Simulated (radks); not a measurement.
Q: All-electron atom: Ar2+ in [Ne] 3s0.5 3p5.5 (fractional occupations, a model configuration). All-electron calculation, non-relativistic Kohn-Sham, r2SCAN, spin-polarised, spherical densities, point nucleus; open shells are filled with parallel spins first; meta-GGA in the generalised Kohn-Sham scheme. Program: a radial shooting solver on a logarithmic mesh with Libxc functionals. Some entries of the table are withheld. Estimate them.

| orbital | occ. | eigenvalue (eV) | <r^2> (bohr^2) |
|---|---|---|---|
| 1s up | 1 | -3154.947 | 0.009989 |
| 1s down | 1 | -3154.605 | 0.009988 |
| 2s up | 1 | -332.3299 | 0.2036 |
| 2s down | 1 | -332.1152 | 0.2036 |
| 2p up | 3 | (1) | 0.1757 |
| 2p down | 3 | (2) | 0.1757 |
| 3s up | 0.5 | -53.1276 | (3) |
| 3s down | 0 | -51.1317 | (4) |
| 3p up | 3 | -37.3821 | 2.452 |
| 3p down | 2.5 | -35.6564 | 2.537 |

A: 
(1) 2p up eigenvalue (eV): -265.3216
(2) 2p down eigenvalue (eV): -264.9677
(3) 3s up <r^2> (bohr^2): 2.028
(4) 3s down <r^2> (bohr^2): 2.076
